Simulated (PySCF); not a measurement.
Electron correlation in Cs (caesium, neutral)

[Xe] 5d1, 2D determinant (an excited configuration). All numbers are calculated (PySCF 2.14, scalar relativity by spin-free X2C-1e, in aug-cc-pwCVTZ-X2C). Frozen: [Kr] 4d10; 9 electrons correlated.

```tsv
level	correlation energy (mhartree)
CCSD	-175.75
(T)	-5.37
CCSD(T)	-181.12
```

Diagnostics: T1 = 0.043, D1 = 0.1802, largest double amplitude 0.021.

Is a single reference adequate?

Largely. T1 is above 0.03 while the doubles stay small, so the singles mainly relax the orbitals.
